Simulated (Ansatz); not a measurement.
Reactions of C₂H₁₀OSi₂ (`CC[SiH](O)[SiH3]`).

Calculated with Ansatz (gas phase, PBE0-D4/def2-TZVP geometries, no zero-point term in ΔE). CCSD(T)/CBS is the MP2 limit (def2-TZVPP, def2-QZVPP) plus CCSD(T) − MP2 in def2-TZVPP, frozen cores. This one scheme is used for every species. DFT in def2-TZVPP. Open shells (•) are unrestricted, without spin–orbit coupling. For Mg outer-core shells are correlated without core-valence functions, which leaves a few kJ/mol of doubt a bond. One conformer a species, not always the lowest.

```tsv
reaction	CCSD/CBS(def2) (kcal/mol)	B2PLYP (kcal/mol)	CCSD(T)/CBS(def2) (kcal/mol)
`CC[SiH](O)[SiH3]` + H₂ → `CC[SiH2][SiH3]` + H₂O	14.5	15.5	14.9
`CC[SiH](O)[SiH3]` → `[SiH3]`• + `CC[SiH]O`•	78.4	74.6	79.9
`CC[SiH](O)[SiH3]` + `[NH2][MgH]` → `C[CH2][Mg][NH2]` + `O[SiH2][SiH3]`	6.7	6.6	6.7
`CC[SiH](O)[SiH3]` + H–F → `CC[SiH](F)[SiH3]` + H₂O	-11.1	-11.4	-10.7
`CC[SiH](O)[SiH3]` + `N[SiH3]` → `O[SiH]([SiH3])N[SiH3]` + `CC`	-19.3	-19.3	-19.4
`CC[SiH](O)[SiH3]` + PH₃ → `CC[SiH](O)P` + SiH₄	-6.3	-6.2	-6.6
`CC[SiH](O)[SiH3]` + `N[SiH2]CCl` → `N[SiH]([SiH3])CCl` + `CC[SiH2]O`	-0.1	0.0	-0.2
`CC[SiH](O)[SiH3]` + `OB(O)F` → `OB(F)O[SiH3]` + `CC[SiH2]O`	-23.2	-23.6	-22.3
`CC[SiH](O)[SiH3]` + `FC1=NCO1` → `CC[SiH](O)F` + `[SiH3]C1=NCO1`	-51.7	-50.5	-51.3
```

Largest T1 diagnostic: 0.015, for `[SiH3]C1=NCO1`.
